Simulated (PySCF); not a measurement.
NbO2(OH) (singlet). Computed with PySCF, PBE0, basis Nb def2-SVP with ECP28, O def2-SVP, H def2-SVP (scalar-relativistic core potentials, no spin–orbit coupling, density fitting).

Harmonic bands of its minimum:

```tsv
ω (cm⁻¹)	IR (km/mol)
158	52.4
198	54.2
243	82.7
344	23.6
497	189
731	113
988	293
1029	99.2
3961	236
```

Q: The central atom is Nb. Infer the point group and assign the bands.

A: C1. The modes span 9a: 158 a, 198 a, 243 a, 344 a, 497 a, 731 a, 988 a, 1029 a, 3961 a. The computed geometry has Nb–O 1.711 Å (×2), Nb–O 1.913 Å, O–H 0.961 Å; H–O–Nb 138.6°, O–Nb–O 107.9°, O–Nb–O 113.3°, O–Nb–O 114.4°.

Stability towards spin polarisation was not tested. This need not be the most stable arrangement of these atoms.
